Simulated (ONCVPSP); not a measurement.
# cerium ONCV: all-electron and pseudo phase curves

Ce (Z = 58), optimised norm-conserving Vanderbilt (ONCV), made with ONCVPSP 4.0.1 (PBE, fully relativistic). Core [Kr] 4d10, reference 4f1 5s2 5p6 5d1 6s2. Waves: 5s+6s: rc 2.45 bohr, ncon 4, nbas 8, qcut 3.7 1/bohr, 2 projectors; 5p: rc 2.65 bohr, ncon 5, nbas 8, qcut 4.3 1/bohr, 2 projectors, debl 3.7 Ha; 5d: rc 3.20 bohr, ncon 4, nbas 9, qcut 6 1/bohr, 1 projector; 4f: rc 1.45 bohr, ncon 4, nbas 9, qcut 11.5 1/bohr, 1 projector. Local part: polynomial inside 1.45 bohr (lpopt 5, dvloc0 2 Ha). Core correction: none.

Open shells are filled in proportion to 2j + 1.

The phase is arctan(r·R′/R) of the radial function R(r), unwrapped; energies in Ha, scanned from -3 to 5 Ha. A pole is an energy at which the radial function vanishes at the test radius. The pseudo phase is shifted by a multiple of π to meet the all-electron one at the reference energy, and phase errors are pseudo minus all-electron; the curves can meet again beyond the range given. Levels narrower than the energy grid can be missing from the lists of poles.

| channel | radius (bohr) | reference energy (Ha) | poles, all-electron | poles, pseudo | unbroken range about the reference energy with phases within 0.05 rad | phase error 1 Ha above the reference energy (rad) |
| --- | --- | --- | --- | --- | --- | --- |
| s | 2.49 | -0.14 | -1.30, 2.96 | -1.30, 1.32, 3.22 | below 1.0 | -0.039 |
| p3/2 | 2.69 | -0.82 | -0.59, 2.98 | -0.59, 2.98 | below 4.4 | -0.004 |
| p1/2 | 2.69 | -0.92 | -0.73, 2.78 | -0.73, 2.78 | below 4.3 | -0.005 |
| d5/2 | 3.24 | -0.11 | 0.19, 2.49 | 0.19, 2.11, 4.51 | below 0.7 | -0.221 |
| d3/2 | 3.24 | -0.12 | 0.17, 2.46 | 0.17, 2.11, 4.53 | below 0.7 | -0.227 |
| f7/2 | 1.47 | -0.19 | 0.51 | 0.56 | -0.9 to 1.1 | +0.031 |
| f5/2 | 1.47 | -0.20 | 0.48 | 0.54 | -0.9 to 1.1 | +0.031 |

Note: no bound ghost flagged; GHOST(+) flagged for s at 36.8 eV.

Phases in the s channel:

```json
{"E (Ha)": "-2.98", "all-electron": "1.314", "pseudo": "1.314"}
{"E (Ha)": "-2.54", "all-electron": "1.254", "pseudo": "1.254"}
{"E (Ha)": "-2.10", "all-electron": "1.094", "pseudo": "1.093"}
{"E (Ha)": "-1.66", "all-electron": "-0.620", "pseudo": "-0.620"}
{"E (Ha)": "-1.22", "all-electron": "-1.623", "pseudo": "-1.623"}
{"E (Ha)": "-0.78", "all-electron": "-1.794", "pseudo": "-1.794"}
{"E (Ha)": "-0.34", "all-electron": "-1.962", "pseudo": "-1.962"}
{"E (Ha)": "0.10", "all-electron": "-2.331", "pseudo": "-2.332"}
{"E (Ha)": "0.54", "all-electron": "-3.451", "pseudo": "-3.474"}
{"E (Ha)": "0.98", "all-electron": "-4.237", "pseudo": "-4.285"}
{"E (Ha)": "1.42", "all-electron": "-4.475", "pseudo": "-7.117"}
{"E (Ha)": "1.86", "all-electron": "-4.582", "pseudo": "-7.682"}
{"E (Ha)": "2.30", "all-electron": "-4.646", "pseudo": "-7.762"}
{"E (Ha)": "2.74", "all-electron": "-4.693", "pseudo": "-7.812"}
{"E (Ha)": "3.18", "all-electron": "-4.732", "pseudo": "-7.851"}
{"E (Ha)": "3.62", "all-electron": "-4.771", "pseudo": "-7.886"}
{"E (Ha)": "4.06", "all-electron": "-4.816", "pseudo": "-7.923"}
{"E (Ha)": "4.50", "all-electron": "-4.881", "pseudo": "-7.971"}
{"E (Ha)": "4.94", "all-electron": "-5.003", "pseudo": "-8.048"}
```
